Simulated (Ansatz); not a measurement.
Ansatz (an electronic-structure program) input (HF/3-21G): The .json file is the Basis Set Exchange's 3-21G.

Ansatz 0.2 input:
```yaml
crystal:
  periodic: [false, false, false]
  atoms:
    - {symbol: C, position_ang: [-0.11524594, -2.32619045, 0.42469131]}
    - {symbol: Si, position_ang: [0.70217991, -1.00647685, -0.69541030]}
    - {symbol: C, position_ang: [2.34692430, -0.33937491, 0.01391316]}
    - {symbol: Si, position_ang: [-0.79430670, 0.86008515, -0.88125265]}
    - {symbol: Cl, position_ang: [-1.05935722, 1.60891690, 1.20435151]}
    - {symbol: H, position_ang: [0.56158655, -3.15996765, 0.58496741]}
    - {symbol: H, position_ang: [-0.36523601, -1.89718597, 1.38900610]}
    - {symbol: H, position_ang: [-1.02482748, -2.70688220, -0.02678751]}
    - {symbol: H, position_ang: [0.88840336, -1.52496574, -2.08009555]}
    - {symbol: H, position_ang: [2.80100780, 0.37129159, -0.66798587]}
    - {symbol: H, position_ang: [2.17343064, 0.15917201, 0.96164255]}
    - {symbol: H, position_ang: [3.04883571, -1.15093239, 0.17812775]}
    - {symbol: H, position_ang: [-2.17442261, 0.60075896, -1.37119605]}
basis:
  gaussian:
    orbitals: 3-21G.json
hamiltonian:
  xc: {name: HF}
magnetization: {spin_polarized: true, initial_magnetization: 1}
phonons: {temperatures: {t_min: 298.15, t_max: 298.15, t_step: 100}}
```

Output:

```
Functional definition: HF
integrals: 0.02 GiB planned
918 factors; integrals over basis functions are off by at most 5.2e-4 eV
mean field: 0.35 GiB planned
mean field evaluation 1: about -30259.3800 eV, gradient 1.8e1 eV
mean field evaluation 2: about -30259.3765 eV, gradient 1.8e1 eV
mean field evaluation 4: about -30261.4669 eV, gradient 1.7e0 eV
mean field evaluation 8: about -30261.5156 eV, gradient 6.1e-4 eV
mean field -30261.51561246 eV, -1112.0901867661 hartree, gradient 4.2e-5 eV, S^2 0.754425; 0 other end points of the search recorded, 0 dependent functions left out
the calculation of the forces begins
reference -30261.51561246 eV, -1112.0901867661 hartree; 33, 32 occupied and 40, 41 virtual orbitals, 918 factors
these checks for a lower state are left out or cut short: stability, starts, cluster_reference, orbital_swaps, neighbouring_geometries, increment
integrals: 0.02 GiB planned
918 factors; integrals over basis functions are off by at most 5.2e-4 eV
mean field: 0.35 GiB planned
mean field evaluation 16: about -30261.5154 eV, gradient 8.4e-5 eV
mean field -30261.51544724 eV, -1112.0901806942 hartree, gradient 2.3e-6 eV, S^2 0.754423; 0 other end points of the search recorded, 0 dependent functions left out
the calculation of the forces begins
reference -30261.51544724 eV, -1112.0901806942 hartree; 33, 32 occupied and 40, 41 virtual orbitals, 918 factors
these checks for a lower state are left out or cut short: stability, starts, cluster_reference, orbital_swaps, neighbouring_geometries, increment
integrals: 0.02 GiB planned
918 factors; integrals over basis functions are off by at most 5.2e-4 eV
mean field: 0.35 GiB planned
mean field -30261.51544496 eV, -1112.0901806104 hartree, gradient 2.3e-6 eV, S^2 0.754428; 0 other end points of the search recorded, 0 dependent functions left out
the calculation of the forces begins
reference -30261.51544496 eV, -1112.0901806104 hartree; 33, 32 occupied and 40, 41 virtual orbitals, 918 factors
these checks for a lower state are left out or cut short: stability, starts, cluster_reference, orbital_swaps, neighbouring_geometries, increment
integrals: 0.02 GiB planned
918 factors; integrals over basis functions are off by at most 5.2e-4 eV
mean field: 0.35 GiB planned
mean field evaluation 32: about -30261.5155 eV, gradient 2.3e-6 eV
mean field -30261.51546019 eV, -1112.0901811702 hartree, gradient 2.3e-6 eV, S^2 0.754423; 0 other end points of the search recorded, 0 dependent functions left out
the calculation of the forces begins
reference -30261.51546019 eV, -1112.0901811702 hartree; 33, 32 occupied and 40, 41 virtual orbitals, 918 factors
these checks for a lower state are left out or cut short: stability, starts, cluster_reference, orbital_swaps, neighbouring_geometries, increment
integrals: 0.02 GiB planned
918 factors; integrals over basis functions are off by at most 5.2e-4 eV
mean field: 0.35 GiB planned
mean field -30261.51546329 eV, -1112.0901812841 hartree, gradient 2.3e-6 eV, S^2 0.754427; 0 other end points of the search recorded, 0 dependent functions left out
the calculation of the forces begins
reference -30261.51546329 eV, -1112.0901812841 hartree; 33, 32 occupied and 40, 41 virtual orbitals, 918 factors
these checks for a lower state are left out or cut short: stability, starts, cluster_reference, orbital_swaps, neighbouring_geometries, increment
integrals: 0.02 GiB planned
918 factors; integrals over basis functions are off by at most 5.2e-4 eV
mean field: 0.35 GiB planned
mean field -30261.51545575 eV, -1112.0901810070 hartree, gradient 2.3e-6 eV, S^2 0.754428; 0 other end points of the search recorded, 0 dependent functions left out
the calculation of the forces begins
reference -30261.51545575 eV, -1112.0901810070 hartree; 33, 32 occupied and 40, 41 virtual orbitals, 918 factors
these checks for a lower state are left out or cut short: stability, starts, cluster_reference, orbital_swaps, neighbouring_geometries, increment
integrals: 0.02 GiB planned
918 factors; integrals over basis functions are off by at most 5.2e-4 eV
mean field: 0.35 GiB planned
mean field -30261.51545268 eV, -1112.0901808940 hartree, gradient 2.3e-6 eV, S^2 0.754423; 0 other end points of the search recorded, 0 dependent functions left out
the calculation of the forces begins
reference -30261.51545268 eV, -1112.0901808940 hartree; 33, 32 occupied and 40, 41 virtual orbitals, 918 factors
these checks for a lower state are left out or cut short: stability, starts, cluster_reference, orbital_swaps, neighbouring_geometries, increment
integrals: 0.02 GiB planned
918 factors; integrals over basis functions are off by at most 5.2e-4 eV
mean field: 0.35 GiB planned
mean field -30261.51552811 eV, -1112.0901836661 hartree, gradient 2.3e-6 eV, S^2 0.754426; 0 other end points of the search recorded, 0 dependent functions left out
[...]
mean field: 0.35 GiB planned
mean field -30261.51555572 eV, -1112.0901846809 hartree, gradient 2.3e-6 eV, S^2 0.754426; 0 other end points of the search recorded, 0 dependent functions left out
the calculation of the forces begins
reference -30261.51555572 eV, -1112.0901846809 hartree; 33, 32 occupied and 40, 41 virtual orbitals, 918 factors
these checks for a lower state are left out or cut short: stability, starts, cluster_reference, orbital_swaps, neighbouring_geometries, increment
integrals: 0.02 GiB planned
918 factors; integrals over basis functions are off by at most 5.2e-4 eV
mean field: 0.35 GiB planned
mean field evaluation 480: about -30261.5190 eV, gradient 3.6e-5 eV
mean field -30261.51555799 eV, -1112.0901847642 hartree, gradient 2.3e-6 eV, S^2 0.754425; 0 other end points of the search recorded, 0 dependent functions left out
the calculation of the forces begins
reference -30261.51555799 eV, -1112.0901847642 hartree; 33, 32 occupied and 40, 41 virtual orbitals, 918 factors
these checks for a lower state are left out or cut short: stability, starts, cluster_reference, orbital_swaps, neighbouring_geometries, increment
integrals: 0.02 GiB planned
918 factors; integrals over basis functions are off by at most 5.2e-4 eV
mean field: 0.35 GiB planned
mean field -30261.51554141 eV, -1112.0901841548 hartree, gradient 2.3e-6 eV, S^2 0.754425; 0 other end points of the search recorded, 0 dependent functions left out
the calculation of the forces begins
reference -30261.51554141 eV, -1112.0901841548 hartree; 33, 32 occupied and 40, 41 virtual orbitals, 918 factors
these checks for a lower state are left out or cut short: stability, starts, cluster_reference, orbital_swaps, neighbouring_geometries, increment
integrals: 0.02 GiB planned
918 factors; integrals over basis functions are off by at most 5.2e-4 eV
mean field: 0.35 GiB planned
mean field -30261.51554216 eV, -1112.0901841824 hartree, gradient 2.3e-6 eV, S^2 0.754426; 0 other end points of the search recorded, 0 dependent functions left out
the calculation of the forces begins
reference -30261.51554216 eV, -1112.0901841824 hartree; 33, 32 occupied and 40, 41 virtual orbitals, 918 factors
these checks for a lower state are left out or cut short: stability, starts, cluster_reference, orbital_swaps, neighbouring_geometries, increment
integrals: 0.02 GiB planned
918 factors; integrals over basis functions are off by at most 5.2e-4 eV
mean field: 0.35 GiB planned
mean field -30261.51559355 eV, -1112.0901860711 hartree, gradient 2.3e-6 eV, S^2 0.754426; 0 other end points of the search recorded, 0 dependent functions left out
the calculation of the forces begins
reference -30261.51559355 eV, -1112.0901860711 hartree; 33, 32 occupied and 40, 41 virtual orbitals, 918 factors
these checks for a lower state are left out or cut short: stability, starts, cluster_reference, orbital_swaps, neighbouring_geometries, increment
integrals: 0.02 GiB planned
918 factors; integrals over basis functions are off by at most 5.2e-4 eV
mean field: 0.35 GiB planned
mean field evaluation 512: about -30261.5156 eV, gradient 2.3e-6 eV
mean field -30261.51559452 eV, -1112.0901861067 hartree, gradient 2.3e-6 eV, S^2 0.754425; 0 other end points of the search recorded, 0 dependent functions left out
the calculation of the forces begins
reference -30261.51559452 eV, -1112.0901861067 hartree; 33, 32 occupied and 40, 41 virtual orbitals, 918 factors
these checks for a lower state are left out or cut short: stability, starts, cluster_reference, orbital_swaps, neighbouring_geometries, increment
integrals: 0.02 GiB planned
918 factors; integrals over basis functions are off by at most 5.2e-4 eV
mean field: 0.35 GiB planned
mean field -30261.51556062 eV, -1112.0901848608 hartree, gradient 2.3e-6 eV, S^2 0.754426; 0 other end points of the search recorded, 0 dependent functions left out
the calculation of the forces begins
reference -30261.51556062 eV, -1112.0901848608 hartree; 33, 32 occupied and 40, 41 virtual orbitals, 918 factors
these checks for a lower state are left out or cut short: stability, starts, cluster_reference, orbital_swaps, neighbouring_geometries, increment
integrals: 0.02 GiB planned
918 factors; integrals over basis functions are off by at most 5.2e-4 eV
mean field: 0.35 GiB planned
mean field -30261.51556277 eV, -1112.0901849400 hartree, gradient 2.3e-6 eV, S^2 0.754425; 0 other end points of the search recorded, 0 dependent functions left out
the calculation of the forces begins
reference -30261.51556277 eV, -1112.0901849400 hartree; 33, 32 occupied and 40, 41 virtual orbitals, 918 factors
these checks for a lower state are left out or cut short: stability, starts, cluster_reference, orbital_swaps, neighbouring_geometries, increment
integrals: 0.02 GiB planned
918 factors; integrals over basis functions are off by at most 5.2e-4 eV
mean field: 0.35 GiB planned
mean field -30261.51561092 eV, -1112.0901867092 hartree, gradient 2.3e-6 eV, S^2 0.754431; 0 other end points of the search recorded, 0 dependent functions left out
the calculation of the forces begins
reference -30261.51561092 eV, -1112.0901867092 hartree; 33, 32 occupied and 40, 41 virtual orbitals, 918 factors
these checks for a lower state are left out or cut short: stability, starts, cluster_reference, orbital_swaps, neighbouring_geometries, increment
integrals: 0.02 GiB planned
918 factors; integrals over basis functions are off by at most 5.2e-4 eV
mean field: 0.35 GiB planned
mean field -30261.51560428 eV, -1112.0901864654 hartree, gradient 2.4e-6 eV, S^2 0.754420; 0 other end points of the search recorded, 0 dependent functions left out
the calculation of the forces begins
reference -30261.51560428 eV, -1112.0901864654 hartree; 33, 32 occupied and 40, 41 virtual orbitals, 918 factors
these checks for a lower state are left out or cut short: stability, starts, cluster_reference, orbital_swaps, neighbouring_geometries, increment
integrals: 0.02 GiB planned
918 factors; integrals over basis functions are off by at most 5.2e-4 eV
mean field: 0.35 GiB planned
mean field evaluation 544: about -30261.5156 eV, gradient 1.3e-5 eV
mean field -30261.51560826 eV, -1112.0901866116 hartree, gradient 2.3e-6 eV, S^2 0.754424; 0 other end points of the search recorded, 0 dependent functions left out
the calculation of the forces begins
reference -30261.51560826 eV, -1112.0901866116 hartree; 33, 32 occupied and 40, 41 virtual orbitals, 918 factors
these checks for a lower state are left out or cut short: stability, starts, cluster_reference, orbital_swaps, neighbouring_geometries, increment
integrals: 0.02 GiB planned
918 factors; integrals over basis functions are off by at most 5.2e-4 eV
mean field: 0.35 GiB planned
mean field -30261.51559470 eV, -1112.0901861132 hartree, gradient 2.3e-6 eV, S^2 0.754427; 0 other end points of the search recorded, 0 dependent functions left out
the calculation of the forces begins
reference -30261.51559470 eV, -1112.0901861132 hartree; 33, 32 occupied and 40, 41 virtual orbitals, 918 factors
Total energy: -30261.51561246 eV, -1112.0901867661 hartree
Atom 0 at    -0.115246    -2.326190     0.424691 Å, force     0.000372    -0.000681     0.000761 eV/Å
Atom 1 at     0.702180    -1.006477    -0.695410 Å, force     0.000650     0.000424    -0.001685 eV/Å
Atom 2 at     2.346924    -0.339375     0.013913 Å, force    -0.000597     0.000015    -0.000455 eV/Å
Atom 3 at    -0.794307     0.860085    -0.881253 Å, force     0.002221    -0.001841    -0.000304 eV/Å
Atom 4 at    -1.059357     1.608917     1.204352 Å, force    -0.002517     0.000312    -0.000825 eV/Å
Atom 5 at     0.561587    -3.159968     0.584967 Å, force    -0.000459     0.001016    -0.000542 eV/Å
Atom 6 at    -0.365236    -1.897186     1.389006 Å, force    -0.000266    -0.000201     0.000441 eV/Å
Atom 7 at    -1.024827    -2.706882    -0.026788 Å, force    -0.000090     0.000544    -0.000077 eV/Å
Atom 8 at     0.888403    -1.524966    -2.080096 Å, force     0.000941    -0.000848    -0.000086 eV/Å
Atom 9 at     2.801008     0.371292    -0.667986 Å, force     0.000309     0.000017     0.000307 eV/Å
Atom 10 at     2.173431     0.159172     0.961643 Å, force     0.000290     0.000002    -0.000057 eV/Å
Atom 11 at     3.048836    -1.150932     0.178128 Å, force    -0.000487    -0.000081    -0.000184 eV/Å
Atom 12 at    -2.174423     0.600759    -1.371196 Å, force    -0.000366     0.001321     0.002706 eV/Å
Dipole moment:     0.342370    -0.523769    -0.566227 e Å
Vibrations: 38.29 74.69 151.62 153.10 160.66 203.73 244.22 361.43 453.65 501.68 668.00 705.48 741.22 758.05 768.51 898.05 998.56 999.75 1007.69 1471.84 1480.13 1623.09 1627.34 1632.61 1635.33 2253.49 2273.59 3188.44 3190.04 3260.22 3262.14 3269.55 3270.85 cm⁻¹, zero-point energy 2.685936 eV
```

The blocks after the first are displaced geometries, from whose forces the wavenumbers follow.
